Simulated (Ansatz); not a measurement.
The cluster Sb₄⁻, relaxed as a quartet with UKS PBE0-D4/def2-SVPD in Ansatz, starting from the PBE0-D4/def2-SVPD geometry of the charge -1 doublet. Force threshold 0.02 eV/Å.

In the def2 sets Sb takes a core potential; there is no spin–orbit coupling. At PBE0-D4/def2-SVPD a doublet of charge -1 lies 0.62 eV below the quartet, each at its own geometry. The structure comes from a short search, and lower isomers may exist.

Start:

| atom | x (Å) | y (Å) | z (Å) |
| --- | --- | --- | --- |
| Sb1 | -0.597 | 0.406 | 1.487 |
| Sb2 | -1.247 | -1.342 | -0.651 |
| Sb3 | 0.386 | 1.716 | -0.828 |
| Sb4 | 1.458 | -0.780 | -0.008 |

Q: Estimate the energy that the relaxation releases and the steps that it takes.

A: 30.3 kcal/mol, in 7 steps; 58 s on 4 threads of Arm Neoverse N1 on a shared host. No frequencies were taken in this run, so the end may be a saddle point.

Q: Does the start keep its bonding and symmetry?

A: Bonds lost: Sb1–Sb4 (atoms count from 1). Point group C2v at the start, D2d at the end, both within 0.05 Å.

Q: Predict the relaxed structure.

A: 
```xyz
4

Sb   -1.051    0.646    1.446
Sb   -1.134   -1.480   -0.385
Sb    0.577    1.722   -0.571
Sb    1.608   -0.887   -0.489
```
Bond lengths: 4 × Sb–Sb 2.81 Å.
